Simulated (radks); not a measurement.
Q: The table gives one normalised radial function P(r) = r R(r) of Ba+ in [Xe] 5d1 (r in bohr). Calculated with a radial shooting solver on a logarithmic mesh with Libxc functionals: scalar-relativistic Kohn-Sham, LDA (Slater exchange, Perdew-Wang correlation), spin-unpolarised, spherical densities, finite nucleus; Fermi nuclear charge, rms radius 4.8378 fm.

| r | P |
|---|---|
| 0.001633 | 0.0000 |
| 0.001901 | 0.0000 |
| 0.002196 | 0.0000 |
| 0.002556 | 0.0001 |
| 0.002976 | 0.0001 |
| 0.003437 | 0.0001 |
| 0.004001 | 0.0002 |
| 0.004658 | 0.0003 |
| 0.005422 | 0.0005 |
| 0.006262 | 0.0007 |
| 0.00729 | 0.0011 |
| 0.008487 | 0.0016 |
| 0.009802 | 0.0024 |
| 0.01141 | 0.0037 |
| 0.01328 | 0.0055 |
| 0.01546 | 0.0083 |
| 0.01786 | 0.0121 |
| 0.02079 | 0.0179 |
| 0.0242 | 0.0263 |
| 0.02795 | 0.0376 |
| 0.03254 | 0.0542 |
| 0.03788 | 0.0773 |
| 0.0441 | 0.1086 |
| 0.05093 | 0.1477 |
| 0.0593 | 0.2005 |
| 0.06903 | 0.2662 |
| 0.07972 | 0.3402 |
| 0.09281 | 0.4279 |
| 0.108 | 0.5197 |
| 0.1258 | 0.6052 |
| 0.1453 | 0.6669 |
| 0.1691 | 0.6938 |
| 0.1969 | 0.6619 |
| 0.2274 | 0.5617 |
| 0.2647 | 0.3734 |
| 0.3081 | 0.1046 |
| 0.3587 | -0.2228 |
| 0.4143 | -0.5517 |
| 0.4823 | -0.8697 |
| 0.5615 | -1.1072 |
| 0.6484 | -1.2234 |
| 0.7549 | -1.2188 |
| 0.8788 | -1.0988 |
| 1.023 | -0.9005 |
| 1.181 | -0.6832 |
| 1.375 | -0.4638 |
| 1.601 | -0.2836 |
| 1.849 | -0.1603 |
| 2.153 | -0.0777 |
| 2.506 | -0.0327 |
| 2.918 | -0.0118 |
| 3.37 | -0.0038 |
| 3.923 | -0.0009 |
| 4.567 | -0.0002 |
| 5.274 | 0.0000 |
| 6.14 | 0.0000 |
| 7.148 | 0.0000 |
| 8.321 | 0.0000 |
| 9.61 | 0.0000 |
| 11.19 | 0.0000 |

Which n and l does it have? It may be an empty orbital.

A: n = 4, l = 2: the number of nodes gives n - l - 1 = 1, the rise at small r (about r^(l+1), flatter next to the nucleus through relativity) gives l, and the extent must fit the shell. The curve is that of 4d. 4d: eigenvalue -93.586 eV, 1 radial node at r = 0.324 bohr, <r> = 0.801 bohr, 90 % of the charge inside 1.21 bohr.
